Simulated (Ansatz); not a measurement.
Start from `[NH2][Sn]([F])([F])[F]` and change one atom or group to get `[OH][Sn]([F])([F])[F]`.

Ansatz, PBE0-D4/def2-TZVP geometries, multiplicity 1. Each molecule was computed in one conformer, which needn't be the lowest.

Elements past krypton have def2 core potentials.

```csv
property,`[NH2][Sn]([F])([F])[F]`
HOMO energy (PBE0/def2-TZVPP) / eV,-9.13
HOMO–LUMO gap (ωB97M-V/def2-TZVPP) / eV,11.16
HOMO energy (PBE/def2-TZVPP) / eV,-7.57
size of the dipole moment (PBE/def2-TZVPP) / D,3.67
size of the dipole moment (ωB97M-V/def2-TZVPP) / D,3.75
LUMO energy (PBE0/def2-TZVPP) / eV,-2.43
```

(1) What does the change do to each property? (An estimate is asked.)

Results:

(1) Computed: 
```json
{"property": "HOMO energy (PBE0/def2-TZVPP) / eV", "`[OH][Sn]([F])([F])[F]`": "-10.48", "shift": "-1.35"}
{"property": "HOMO–LUMO gap (ωB97M-V/def2-TZVPP) / eV", "`[OH][Sn]([F])([F])[F]`": "12.09", "shift": "0.93"}
{"property": "HOMO energy (PBE/def2-TZVPP) / eV", "`[OH][Sn]([F])([F])[F]`": "-8.62", "shift": "-1.05"}
{"property": "size of the dipole moment (PBE/def2-TZVPP) / D", "`[OH][Sn]([F])([F])[F]`": "2.27", "shift": "-1.40"}
{"property": "size of the dipole moment (ωB97M-V/def2-TZVPP) / D", "`[OH][Sn]([F])([F])[F]`": "2.32", "shift": "-1.43"}
{"property": "LUMO energy (PBE0/def2-TZVPP) / eV", "`[OH][Sn]([F])([F])[F]`": "-3.02", "shift": "-0.59"}
```

With PBE0 the HOMO falls by 1.35 eV and the LUMO falls by 0.59 eV, so the gap widens by about 0.76 eV. PBE moves the HOMO by -1.05 eV and ωB97M-V by -1.45 eV. Dipoles are sizes alone; their direction can turn.
